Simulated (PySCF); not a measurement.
## Correlation energy of Mg⁺ (magnesium, charge +1)

[Ne] 3s1, 2S determinant. Computed with PySCF 2.14 in def2-QZVPPD (9s5p5d2f, 63 functions), with the non-relativistic Hamiltonian (point nucleus). Frozen: 1s2; 9 electrons correlated.

| level | correlation energy (mhartree) |
| --- | --- |
| CCSD | -201.87 |
| (T) | -2.10 |
| CCSD(T) | -203.97 |

Diagnostics: T1 = 0.0050, D1 = 0.0162, largest double amplitude 0.014.

Cost of the coupled-cluster step: of the order of 6 core-seconds, for 9 correlated electrons.

Iterations:

```
CC2 = 0
CCSD nocc = (np.int64(5), np.int64(4)), nmo = (62, 62)
frozen orbitals [[0], [0]]
max_cycle = 100
direct = 0
conv_tol = 1e-08
conv_tol_normt = 1e-06
diis_space = 8
diis_start_cycle = 0
Init t2, MP2 energy = -0.194347508699347
Init E_corr(UCCSD) = -0.194347508775412
cycle = 1  E_corr(UCCSD) = -0.200499681529754  dE = -0.00615217275  norm(t1,t2) = 0.017399
cycle = 2  E_corr(UCCSD) = -0.201683840591084  dE = -0.00118415906  norm(t1,t2) = 0.00489035
cycle = 3  E_corr(UCCSD) = -0.201876163673056  dE = -0.000192323082  norm(t1,t2) = 0.00197195
cycle = 4  E_corr(UCCSD) = -0.201888277941093  dE = -1.2114268e-05  norm(t1,t2) = 0.000289626
cycle = 5  E_corr(UCCSD) = -0.20187396044792  dE = 1.43174932e-05  norm(t1,t2) = 4.95756e-05
cycle = 6  E_corr(UCCSD) = -0.201874557236739  dE = -5.96788819e-07  norm(t1,t2) = 4.04961e-06
cycle = 7  E_corr(UCCSD) = -0.201874692945571  dE = -1.35708831e-07  norm(t1,t2) = 7.11977e-07
cycle = 8  E_corr(UCCSD) = -0.201874679466995  dE = 1.3478576e-08  norm(t1,t2) = 7.60558e-08
cycle = 9  E_corr(UCCSD) = -0.201874678517206  dE = 9.4978897e-10  norm(t1,t2) = 1.53642e-08
UCCSD converged
E(UCCSD) = -199.5736129207064  E_corr = -0.2018746785172059
UCCSD(T) correction = -0.00210102452340529
```

This basis was not built for core-valence correlation, so the inner-shell part is incomplete.
